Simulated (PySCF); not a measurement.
4-bromobuta-1,2-diene (C₄H₅Br), SMILES C=C=CCBr.

The structure is a stationary point at r2SCAN-D4/def2-SVP. The values are those of a single conformer.

Level of theory: HF/def2-TZVP (PySCF).

The molecule is in vacuum.

The total energy is -2726.79087 hartree. The highest occupied level is -10.08 eV and the lowest empty level comes out as 2.91 eV. The orbital gap comes out as 13.00 eV and the dipole moment comes out as 2.45 D. The quadrupole, principal values (traceless, Buckingham form, about the centre of nuclear charge) is -3.56, -0.21, 3.77 D·Å, the mean static polarisability is 71.7 bohr³ (10.62 Å³) and the polarisability, principal values is 48.1, 55.3, 111.6 bohr³.
